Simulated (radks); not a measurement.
Results of a calculation; reference values are marked as such.
Q: Ionisation of the barium ion Ba3+, [Kr] 4d10 5s2 5p5, to Ba4+, [Kr] 4d10 5s2 5p4, under several functionals. Dirac Kohn-Sham, spin-unpolarised, spherical densities, point nucleus; open shells fill j = l - 1/2 first; a radial shooting solver on a logarithmic mesh with Libxc functionals. The NIST Atomic Spectra Database gives 47.0 eV (semi-empirical). Rank these functionals by the error of their Delta-SCF ionisation energy: AM05; SOGGA; exchange-only B88; RPBE; BP86; XLYP; OLYP; PBEsol; HCTH/407; revPBE.

A: From best to worst: XLYP 46.992 eV (-0.008); SOGGA 47.110 eV (+0.110); RPBE 47.128 eV (+0.128); revPBE 47.133 eV (+0.133); AM05 47.187 eV (+0.187); PBEsol 47.204 eV (+0.204); OLYP 47.213 eV (+0.213); BP86 47.291 eV (+0.291); HCTH/407 47.540 eV (+0.540); exchange-only B88 45.990 eV (-1.010). Spin polarisation and multiplet splitting are left out, so open shells lie too high by an amount that depends on their filling.

Beside tabulated values, note that spin-unpolarised runs miss the spin-polarisation part of the exchange energy of open shells.
